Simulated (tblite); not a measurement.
Species: C6H12SSi2.
Z-matrix (Å and degrees, GFN2-xTB geometry), rows numbered from 1:
```
C 
C   1  1.4965
S   2  1.6495  1  119.60
C   2  1.4163  1  122.05  3   179.67
C   4  1.3693  2  133.91  1     0.06
C   5  1.4645  4  133.21  2     3.07
Si  6  1.9248  5  109.79  4    90.63
C   5  1.5047  4  103.56  2   179.90
Si  4  1.8920  2  131.09  1  -179.69
H   1  1.0912  2  110.01  3  -115.80
H   1  1.0899  2  110.68  3   124.66
H   1  1.0876  2  110.06  3     3.82
H   6  1.0912  5  109.87  4  -151.00
H   6  1.0884  5  112.10  4   -30.54
H   7  1.4621  6  109.30  5   -54.91
H   7  1.4623  6  108.63  5    65.24
H   7  1.4635  6  107.22  5  -175.13
H   8  1.0901  5  112.53  4  -119.16
H   8  1.0901  5  112.58  4   119.90
H   9  1.4584  4  117.79  2    70.28
H   9  1.4586  4  117.33  2   -70.58
```

Calculated harmonic vibrations of the isolated species, GFN2-xTB (tblite), most abundant isotopes, no scaling. Against measured fundamentals such values can be off by several per cent, at times by over 20. Modes of hydrogen on silicon can be 10 to 20 % off. One conformer, not necessarily the lowest.

Harmonic wavenumbers (cm⁻¹): 27.1, 70.3, 85.7, 102.7, 134.6, 143.3, 193.1, 198.1, 276.6, 302.4, 411.8, 438.2, 451.6, 456.0, 475.5, 516.7, 538.4, 560.0, 602.0, 617.7, 694.9, 712.1, 731.6, 759.0, 764.6, 782.3, 786.3, 801.6, 881.9, 932.3, 981.8, 1033.0, 1044.7, 1073.1, 1151.1, 1155.3, 1196.7, 1251.4, 1341.5, 1379.7, 1442.9, 1450.7, 1468.2, 1477.7, 1561.2, 2271.5, 2281.9, 2285.3, 2297.4, 2303.7, 2964.1, 2970.6, 2982.0, 2986.3, 3000.6, 3003.8, 3041.0.

A = 1302, B = 702.2, C = 502.2 MHz; mass 172.020 u (most abundant isotopes); point group C1, symmetry number 1.

Task: What is the zero-point energy?

Result: Half the sum of the wavenumbers: 32923 cm⁻¹ = 393.84 kJ/mol.

Task: What is S at 298.15 K and 1 bar for an ideal gas of classical rigid rotors and harmonic oscillators?

Result: Translation 173.05, rotation 129.40, vibration 166.49: S = 468.9 J/(mol K).

Task: And Cp and H(298.15 K) − H(0)?

Result: Cp = 204.19 J/(mol K), of which vibrations give 170.94 (their classical limit is 57 R = 473.9); H(298.15 K) − H(0) = 35.74 kJ/mol without the zero-point energy, 25.82 from vibrations.

Task: Which modes carry the vibrational entropy at 298.15 K?

Result: 27.1 cm⁻¹: 25.23; 70.3 cm⁻¹: 17.34; 85.7 cm⁻¹: 15.71; 102.7 cm⁻¹: 14.24; 134.6 cm⁻¹: 12.05; 143.3 cm⁻¹: 11.55 J/(mol K); the other 51 give 70.37 together.

Task: Blend soft modes into free rotors: weight 1/[1 + (100 cm⁻¹/ν̃)⁴] for the oscillator and the rest for a rotor with moment μB/(μ + B), μ = h/(8π²ν), B = 10⁻⁴⁴ kg m². What vibrational entropy results?

Result: 151.91 J/(mol K) in place of 166.49, which changes −T·S at 298.15 K by +4.35 kJ/mol.

Task: What must be added to the electronic energy to get the Gibbs energy at 298.15 K and 1 bar?

Result: ZPE + [H(298.15 K) − H(0)] − T·S = 393.84 + 35.74 − 139.81 = 289.77 kJ/mol.

Task: How do the functions run with temperature in this model?

Result: 
```csv
T (K),S (J/(mol K)),Cp (J/(mol K)),H − H(0) (kJ/mol),G − H(0) (kJ/mol),ln q(vib)
100,317.4,92.9,6.26,-25.48,2.64
200,398.8,149.5,18.33,-61.44,6.17
300,470.2,205.2,36.12,-104.94,9.67
500,596.3,289.6,86.20,-211.94,16.54
800,750.6,365.8,185.58,-414.89,26.05
1000,835.9,398.3,262.17,-573.73,31.79
```

q(vib) and H(0) count from the zero-point level.

Hindered rotation and anharmonicity are outside this model. Other conformers, if any are populated, would add a mixing term that is left out. The structure is chiral; the term R ln 2 for an equal mix with its mirror image is left out.
